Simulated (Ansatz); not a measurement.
F2GeH4OSi (`[OH][Ge]([F])([F])[SiH3]`). Total charge 0; spin multiplicity 1. The structure was optimised at the PBE0-D4/def2-TZVP level. It is one conformer, not always the lowest.

```xyz
9

O     0.995    0.818   -1.619
Ge    0.189    0.790   -0.064
F     1.265    1.490    1.100
F    -1.095    1.951   -0.118
Si   -0.553   -1.380    0.559
H     1.280    1.696   -1.889
H    -1.197   -1.263    1.887
H     0.634   -2.264    0.612
H    -1.518   -1.837   -0.468
```

What is the dipole moment at B3LYP/def2-TZVPP? (Estimate.)

Ansatz gave: 2.24 D, with components (-0.29, -2.20, -0.33) D in this frame, pointing from negative to positive charge.

And with PBE, r2SCAN, ωB97M-V? (Estimate.)

Ansatz gave: PBE 2.07 D, r2SCAN 2.14 D, ωB97M-V 2.24 D.

Give the Mulliken charges with B3LYP, PBE, r2SCAN in def2-TZVPP. (An estimate is asked.)

Computed: 
```json
{"atom": "O1", "B3LYP": "-0.41", "PBE": "-0.38", "r2SCAN": "-0.43"}
{"atom": "Ge2", "B3LYP": "0.92", "PBE": "0.83", "r2SCAN": "0.91"}
{"atom": "F3", "B3LYP": "-0.37", "PBE": "-0.33", "r2SCAN": "-0.37"}
{"atom": "F4", "B3LYP": "-0.37", "PBE": "-0.33", "r2SCAN": "-0.37"}
{"atom": "Si5", "B3LYP": "0.12", "PBE": "0.05", "r2SCAN": "0.14"}
{"atom": "H6", "B3LYP": "0.19", "PBE": "0.19", "r2SCAN": "0.20"}
{"atom": "H7", "B3LYP": "-0.02", "PBE": "-0.01", "r2SCAN": "-0.03"}
{"atom": "H8", "B3LYP": "-0.02", "PBE": "-0.01", "r2SCAN": "-0.03"}
{"atom": "H9", "B3LYP": "-0.02", "PBE": "-0.01", "r2SCAN": "-0.03"}
```

B3LYP here is the variant with VWN-RPA as its local correlation; programs differ in this.
